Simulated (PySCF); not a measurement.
NICS in isomers of C5H7N3.

NICS is the negative of the GIAO shielding at a point without a nucleus: at the ring centre (0) and 1 Å above and below it (1); zz is the component along the ring normal. Level: GIAO PBE0/pcSseg-1 (PySCF, non-relativistic, gas phase) on the GFN2-xTB geometries, one conformer each. Atom numbers follow the mapped SMILES.

Question: Order these rings by mean NICS(1)zz, lowest (most negative) first (ppm).
A. ring N4–N5–C6–C7–N8 in `[CH2:1]=[CH:2][CH2:3][n:4]1[n:5][cH:6][cH:7][n:8]1`
B. ring C2–C3–N4–N5–N6–C7 in `[CH3:1][c:2]1[cH:3][n:4][n:5][n:6][c:7]1[CH3:8]`
C. ring C3–C4–N5–N6–N8 in `[CH2:1]=[CH:2][c:3]1[cH:4][n:5][n:6]([CH3:7])[n:8]1`
D. ring C2–C3–C4–N6–N7–N8 in `[CH3:1][c:2]1[cH:3][c:4]([CH3:5])[n:6][n:7][n:8]1`
E. ring N3–N4–N5–C6–C7 in `[CH2:1]=[CH:2][n:3]1[n:4][n:5][cH:6][c:7]1[CH3:8]`

Answer: A (-34.8), C (-31.0), E (-29.2), B (-27.7), D (-26.7).

```csv
SMILES,ring,NICS(0),NICS(1),NICS(1)zz,HOMA,rms pucker (Å),ring atoms with four or more neighbours
C=CCn1nccn1,5-membered ring with 3 N; formal bonds all aromatic,-14.0,-13.7,-34.8,0.99,0.00,0
C=Cc1cnn(C)n1,5-membered ring with 3 N; formal bonds all aromatic,-12.2,-12.6,-31.0,0.98,0.00,0
C=Cn1nncc1C,5-membered ring with 3 N; formal bonds all aromatic,-10.7,-12.0,-29.2,0.91,0.00,0
Cc1cnnnc1C,6-membered ring with 3 N; formal bonds all aromatic,-4.4,-11.5,-27.7,0.97,0.00,0
Cc1cc(C)nnn1,6-membered ring with 3 N; formal bonds all aromatic,-4.1,-11.3,-26.7,0.98,0.00,0
```

NICS(0) gives the same order. The isotropic NICS(1) gives the same order. Over the 5 rings with a HOMA value its correlation coefficient with NICS(1)zz is -0.33. HOMA uses Krygowski's 1993 parameters. NICS(1) and NICS(1)zz are means over the two faces.
